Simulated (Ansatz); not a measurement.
# Relative stability

The two ends of one reaction step of SiN2H10O, singlet (PBE0-D4/def2-TZVP).

A:

```tsv
atom	x (Å)	y (Å)	z (Å)
Si1	-0.3121	0.7592	-0.6840
H2	-0.5631	-3.2118	-0.5076
H3	0.6172	-0.2019	-1.3266
H4	-1.4708	0.0931	-0.0497
N5	-0.7406	1.8462	-1.9357
H6	0.8331	-0.2151	1.8507
O7	0.3947	1.5699	0.5784
H8	-0.2701	-2.7224	-0.0199
N9	0.7334	-1.2246	1.8578
H10	-0.4703	1.6662	-2.8871
H11	-1.5250	2.4734	-1.8775
H12	1.0104	2.2569	0.3154
H13	1.6418	-1.6239	2.0582
H14	0.1216	-1.4654	2.6275
```

B:

```tsv
atom	x (Å)	y (Å)	z (Å)
Si1	-0.3490	-0.4179	-1.8709
H2	1.1154	-0.6781	-1.8315
H3	-0.8762	-0.6579	-3.2401
H4	-0.9663	-1.4802	-1.0009
N5	-0.6481	1.1990	-1.4212
H6	0.6000	0.7166	1.5098
O7	0.6465	1.6548	1.2208
H8	-0.2213	-1.4393	1.0381
N9	0.2565	-1.0812	1.8590
H10	-1.5424	1.6167	-1.6191
H11	-0.2524	1.5405	-0.5475
H12	1.5766	1.8876	1.2220
H13	1.0422	-1.6939	2.0406
H14	-0.3814	-1.1668	2.6411
```

Program: Ansatz 0.2.0. Basis: def2-TZVPP. Cores are frozen in the correlated methods. B3LYP uses VWN-RPA correlation.

**Question.** Which structure is lower at CCSD(T), and by how much? (Judge from chemistry; the value comes from the calculation.)

**Answer.** The calculation gives: A, by 11.62 kcal/mol (electronic energy, against the other). By their contacts, A is a complex of SiNH₅O ([NH2][SiH2][OH]) + NH₃ + H₂ and B is a complex of SiNH₅ ([NH2][SiH3]) + H₂O + NH₃.

All methods give the same order:

```
      method  E(B) − E(A) (kcal/mol)
       SPW92                    6.18
      PBE-D4                    8.64
     BLYP-D4                   10.95
   r2SCAN-D4                   11.77
      B97M-V                   11.52
     PBE0-D4                    9.21
    B3LYP-D4                   11.07
  r2SCAN0-D4                   11.61
    BHLYP-D4                   11.87
CAM-B3LYP-D4                   11.14
     wB97X-V                   11.52
     wB97M-V                   12.11
      B2PLYP                   11.69
    PBE-QIDH                   10.91
  RPA on PBE                   11.51
          HF                   13.68
         MP2                   12.83
        CCSD                   11.74
     CCSD(T)                   11.62
```

No T1 diagnostic of these runs exceeds 0.010.

Labels in which every atom is bracketed show which atoms are joined, not bond orders.

For scale, one of the runs: CCSD(T)/def2-TZVPP, 275 basis functions, launched by `ansatz run in.yaml --threads 8 --pin off --events-out ev --progress --plain --max-ram 19148MiB`. Time: 83 s of wall clock on 8 CPU threads of an Arm Neoverse V2; the host was shared. Peak host memory: 7.6 GiB.
